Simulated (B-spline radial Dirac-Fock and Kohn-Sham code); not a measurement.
# Subshell cross sections of Ga⁴⁺, photon energy 2410 eV

System: Ga⁴⁺, [Ar] 3d9.

Input of the calculation (task.json; shells as n, l, electrons):

```json
{"items": [{
  "Z": 31,
  "q": 4,
  "cfg": [[1, 0, 2], [2, 0, 2], [2, 1, 6], [3, 0, 2], [3, 1, 6], [3, 2, 9]],
  "A": 69,
  "rrms": 3.9973,
  "do": ["binding", "quiet", "photo", "scan"],
  "hv": [35.3, 37.4, 48.8, 66.1, 111.0, 114.0, 320.0, 412.0, 580.0, 1240.0, 2200.0, 2340.0, 2410.0, 2520.0, 3150.0, 6530.0, 10200.0, 12300.0, 42400.0, 72300.0, 95100.0, 101000.0, 147000.0, 156000.0]
}]}
```

Command: `python xray_run.py task.json out`

The computed values come from an atomic code on a B-spline grid: independent-particle photoionisation in a Dirac-Hartree-Slater potential with a Latter tail, all multipoles, thresholds from Dirac-Fock ΔSCF. The asymmetry parameter β is from the dipole term alone. Kinetic energies are from the vacuum level. Open shells are spread statistically over j, without multiplet splitting.

The last column is dσ/dΩ = σ/(4π) · [1 + β P₂(cos θ)] at θ = 90° from the polarisation vector of linearly polarised light.

```
subshell  electrons  binding (eV)  kinetic (eV)  σ (kb)     β  dσ/dΩ (kb/sr)
      2s          2        1378.6        1031.4    38.1  2.00            ≈ 0
   2p1/2          2        1217.2        1192.8    42.1  1.44          0.934
   2p3/2          4        1190.1        1219.9       ?     ?              ?
      3s          2         232.2        2177.8    6.27  2.00            ≈ 0
   3p1/2          2         178.7        2231.3    4.67  1.43          0.106
   3p3/2          4         175.0        2235.0    8.87  1.45          0.194
   3d3/2        3.6         86.19        2323.8    1.04  0.85         0.0477
   3d5/2        5.4         85.64        2324.4    1.52  0.84         0.0702
```

Question: What are σ and β for 2p3/2?

Answer: σ = 80.0 kb, the largest of all subshells and 44 % of the total, and β = 1.46, which gives dσ/dΩ = 1.71 kb/sr.

Run: 4.8 s of CPU time on 1 thread of Neoverse-N1 (shared host), peak memory 0.31 GiB.
